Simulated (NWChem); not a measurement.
Species: C$_{2}$H$_{6}$FGa; SMILES [CH3][Ga]([CH3])[F]

Program: NWChem. Pople sets run with spherical d functions. Structure relaxed at the PBE-D3(BJ)/def2-SVP level. Vertical excitations in the gas phase; the lowest state need not have the same character in each row.

```tsv
level	lowest excitation, singlet (eV)	oscillator strength of that lowest state	lowest state with f > 0.02, singlet (eV)	oscillator strength of that bright state	orbital gap (eV)
PBE/6-31G*, TDA	5.26	0.000	6.60	0.214	5.16
B3LYP/6-31G*, TDA	5.56	0.000	7.03	0.302	6.75
Hartree-Fock/6-31G*, CIS	6.88	0.000	8.17	0.428	12.98
CAM-B3LYP/6-31G*, TDA	5.78	0.000	7.35	0.334	9.50
```
